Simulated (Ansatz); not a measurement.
The cluster ZnBr2. Total charge 0; singlet. Geometry relaxed at PBE0-D4/def2-TZVP.

```xyz
3

Zn    0.001    0.000    0.000
Br    0.266    1.280    1.800
Br   -0.266   -1.280   -1.800
```

The structure comes from a short search, and lower isomers may exist.

**Question.** Estimate the harmonic wavenumbers at RKS PBE0-D4/def2-TZVP (Ansatz, unscaled). Is this a minimum?

**Answer.** 80, 80, 218, 402 cm⁻¹. Yes, no mode is imaginary beyond noise. Zero-point energy 4.7 kJ/mol. Run time 11 s (4 threads of Arm Neoverse V2 on a shared host).
